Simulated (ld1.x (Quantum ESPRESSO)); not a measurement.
Sb (Z = 51): PAW pseudisation with PBEsol, non-relativistic reference atom.

Input for ld1.x (Quantum ESPRESSO) 7.5:

```
&input
   title='Sb', zed=51., rel=0, dft='PBESOL', iswitch=3,
   config='[Kr] 4d10 5s1 5p4 5d-2',
   nld=3, rlderiv=2.00, eminld=-3.0, emaxld=5.0, deld=0.02
 /
 &inputp
   pseudotype=3, lpaw=.true., tm=.true., lloc=-1, rcloc=1.25,
   nlcc=.true.,
   which_augfun='BESSEL', rmatch_augfun=1.10,
   file_pseudopw='Sb.UPF', file_wfcaegen='ae.wfc', file_wfcncgen='nc.wfc', file_beta='beta', file_chi='chi', file_wfcusgen='us.wfc'
 /
6
5S  1  0   1.00   0.00  1.40  1.85  0.0
5S  1  0   0.00  -0.15  1.40  1.85  0.0
5P  2  1   4.00   0.00  1.40  1.70  0.0
5P  2  1   0.00   2.35  1.40  1.70  0.0
5D  3  2  -2.00   0.05  1.25  1.50  0.0
5D  3  2  -2.00   1.00  1.25  1.50  0.0
 &test
   configts(1)='5s1 5p4'
 /
```

Command:

```bash
ld1.x < Sb.in > Sb.out
```

Output (shortened: banner, matrices, multipoles, cross overlaps and the repeated all-electron block are left out):

```
[... start of the log left out ...]
      Computing core charge for nlcc:

       r > 1.66 : true rho core
       r < 1.66 : rho core = a sin(br)/r    a=   4.23  b=   1.64

      Integrated core pseudo-charge :   5.43
      Wfc-us  5S rcutus= 1.856  Estimated cut-off energy=    12.57 Ry
      Wfc-us  5S rcutus= 1.856  Estimated cut-off energy=    13.57 Ry
      Wfc-us  5P rcutus= 1.679  Estimated cut-off energy=    24.17 Ry
      Wfc-us  5P rcutus= 1.679  Estimated cut-off energy=    27.28 Ry
      Wfc-us  5D rcutus= 1.482  Estimated cut-off energy=    88.63 Ry
      Wfc-us  5D rcutus= 1.482  Estimated cut-off energy=    93.32 Ry

     Required augmentation: BESSEL   radius:    1.100000
     Suggested rho cutoff for augmentation:  80.37 Ry

     Estimated PAW energy = -332.523630 Ryd

     ------------------- End of pseudopotential generation -------------------

     Computing logarithmic derivative in   1.98763

       Warning: n=2, l=1 expected 0 nodes, found 1
       Setting wfc to zero for this iteration
       (This warning will only be printed once per wavefunction)

       Zero norm: self consistency problem; state:  2 (l=  1, j=0.0)

 %%%%%%%%%%%%%%%%%%%%%%%%%%%%%%%%%%%%%%%%%%%%%%%%%%%%%%%%%%%%%%%%%%%%%%%%%%%%%%
     Error in routine new_paw_hamiltonian (1):
     negative rho
 %%%%%%%%%%%%%%%%%%%%%%%%%%%%%%%%%%%%%%%%%%%%%%%%%%%%%%%%%%%%%%%%%%%%%%%%%%%%%%

     stopping ...
```

The run stopped because the pseudo-density turned negative during the self-consistent test, most likely because a state had been found with a wrong node count and its wave set to zero before.

The run took about 0.89 s on one core of a shared server CPU.
